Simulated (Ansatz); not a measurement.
Species, as SMILES: B=[N] (BH-N), doublet.
Atoms: B1, N2, H3. Bonds: B1-N2, B1-H3.

How fast the optimised B1-N2 bond length converges with the basis for several methods (Ansatz, an electronic-structure program): deviation from each method's own reference, in Å. References: HF 1.2873 Å, the value in aug-pcseg-3; MP2 1.3014 Å, the value in aug-cc-pVQZ; PBE 1.3180 Å, the value in aug-pcseg-3; PBE0 1.3043 Å, the value in aug-pcseg-3. Cartesian d functions, on some or all atoms, in 6-31G*; all else is spherical. In correlated methods cores are frozen. Core-valence sets carry the plain set on hydrogen. Open shells are unrestricted. No added dispersion term, no relativity. The reference of a correlated method is not its basis-set limit, which lies further on.

| basis | functions | HF | MP2 | PBE | PBE0 |
|---|---|---|---|---|---|
| 6-31G* | 32 | 0.0048 | 0.0029 | 0.0070 | 0.0062 |
| cc-pVDZ | 33 | 0.0071 | 0.0067 | 0.0082 | 0.0076 |
| def2-SVP | 33 | 0.0035 | 0.0003 | 0.0040 | 0.0037 |
| 6-311+G** | 50 | 0.0028 | 0.0021 | 0.0025 | 0.0024 |
| aug-cc-pVDZ | 55 | 0.0082 | 0.0111 | 0.0083 | 0.0080 |
| def2-TZVP | 68 | 0.0016 | 0.0017 | 0.0014 | 0.0014 |
| def2-TZVPP | 76 | 0.0016 | 0.0017 | 0.0013 | 0.0014 |
| def2-TZVPPD | 91 | 0.0018 | 0.0023 | 0.0013 | 0.0014 |
| cc-pCVTZ | 100 | 0.0021 | 0.0017 | 0.0016 | 0.0018 |
| aug-cc-pVTZ | 115 | 0.0031 | 0.0039 | 0.0024 | 0.0026 |
| cc-pVQZ | 140 | 0.0005 | -0.0006 | 0.0000 | 0.0002 |
| def2-QZVPP | 144 | 0.0006 | -0.0005 | 0.0001 | 0.0002 |

Mean absolute deviation over 6-311+G**, def2-TZVP, def2-TZVPP, def2-TZVPPD, cc-pCVTZ, aug-cc-pVTZ: PBE 0.0017, PBE0 0.0018, HF 0.0022, MP2 0.0022 Å.
